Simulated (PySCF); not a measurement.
Al(Me)(Cl) (CH3AlCl), SMILES [CH3][Al+][Cl], charge +1. Atoms are numbered in the order given.

```xyz
6

Al     0.0000     0.0000    -0.4109
C      0.0000     0.0000    -2.3218
H     -0.8933    -0.5158    -2.6800
H      0.8933    -0.5158    -2.6800
H      0.0000     1.0315    -2.6800
Cl     0.0000     0.0000     1.6066
```
Charge +1, spin multiplicity 1.

The structure is a stationary point at B3LYP-D3(BJ)/def2-TZVP. The multiplicity is an assumed one; other spin states were not compared. The isomer is the one that the SMILES or the coordinates give; other isomers of the formula were not compared.

Method: PBE/pcJ-1 (PySCF).

Isotropic couplings with Fermi-contact, spin-dipole and both spin-orbit terms, one fixed conformer, no vibrational averaging. Isotopes: 13C, 1H.

| pair | bonds apart | J (Hz) |
|---|---|---|
| C2–H3 | 1 | 138.9 |
| C2–H4 | 1 | 138.9 |
| C2–H5 | 1 | 138.9 |
| H3–H4 | 2 | [?] |
| H3–H5 | 2 | [?] |
| H4–H5 | 2 | [?] |

What belongs in the gaps? (Estimate from the structure and the level; the computed values follow.)


- H3–H4, J (Hz): -13.3
- H3–H5, J (Hz): -13.3
- H4–H5, J (Hz): -13.3
